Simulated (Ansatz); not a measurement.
`O[SiH]1C[NH][AlH]1` → `O=C[N]([AlH2])[SiH3]`  (isomerisation)

Calculated with Ansatz (gas phase, PBE0-D4/def2-TZVP geometries, no zero-point term in ΔE). CCSD(T)/CBS is the MP2 limit (def2-TZVPP, def2-QZVPP) plus CCSD(T) − MP2 in def2-TZVPP, frozen cores. DFT in def2-TZVPP. B3LYP here is the variant with VWN-RPA as its local correlation; programs differ in this. One conformer a species, not always the lowest.

(1) Is it downhill or uphill in electronic energy at CCSD(T)/CBS, and by how much? (An estimate is asked.)

(2) What do these levels give: PBE-D4, PBE0-D4, B3LYP-D4, PBE0, MP2/def2-TZVPP, SCS-MP2/def2-TZVPP, CCSD/def2-TZVPP, CCSD(T)/def2-TZVPP, HF/def2-QZVPP, MP2/def2-QZVPP, SCS-MP2/def2-QZVPP, HF/CBS(def2)? (An estimate is asked.)

Largest T1 diagnostic among the species: 0.015.

Answers

(1) Computed: Uphill: ΔE = +20.7 kJ/mol.

(2) Ansatz gave: PBE-D4 25.6, PBE0-D4 29.4, B3LYP-D4 1.0, PBE0 30.5, MP2/def2-TZVPP 13.4, SCS-MP2/def2-TZVPP 1.6, CCSD/def2-TZVPP 10.2, CCSD(T)/def2-TZVPP 10.6, HF/def2-QZVPP -30.2, MP2/def2-QZVPP 19.1, SCS-MP2/def2-QZVPP 7.5, HF/CBS(def2) -30.2 kJ/mol.

From PBE to PBE0 (25 % exact exchange), in def2-TZVPP and without D4, ΔE moves by +3.6 kJ/mol. In def2-TZVPP, CCSD(T) changes the Hartree–Fock value by +40.6 kJ/mol (the triples alone add +0.4 kJ/mol) and MP2 by +43.4 kJ/mol.
